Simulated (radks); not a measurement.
Question: Radial electron density D(r) = 4 pi r^2 rho(r) of an atom or ion with 37 electrons. Method: Dirac Kohn-Sham, PBE, spin-unpolarised, spherical densities, finite nucleus; Fermi nuclear charge, rms radius of each element as measured or else 0.836 A^(1/3) + 0.57 fm; computed with a radial shooting solver on a logarithmic mesh with Libxc functionals.

r (bohr),D(r) (e/bohr)
0.003162,4.550
0.004217,7.302
0.00567,11.55
0.007562,17.40
0.01009,25.00
0.01356,33.99
0.01809,42.18
0.02412,47.23
0.03243,46.96
0.04326,42.51
0.05816,39.84
0.07757,45.24
0.1035,55.11
0.1391,55.82
0.1855,42.81
0.2474,33.39
0.3327,38.74
0.4437,40.04
0.5918,25.74
0.7957,11.39
1.061,7.765
1.415,6.676
1.903,3.526
2.538,1.196
3.385,0.4739
4.551,0.2381
6.07,0.07012
8.096,0.008258
10.89,0.0002578

What is the nuclear charge?

Answer: Z = 38. The innermost maximum, from 1s, lies near gamma/Z bohr with gamma = sqrt(1 - (Z/c)^2) = 0.961, here 0.0253 bohr (found: 0.0276), and its height grows with Z. The density is that of the strontium ion Sr+ in [Kr] 5s1; the configuration itself is not fixed sharply by these data, and Z only to a few units. D(r) has 3 maxima, at r = 0.0276, 0.122, 0.397 bohr, and minima at 0.0563, 0.253 bohr, inside which lie 2.07, 11.07 electrons.
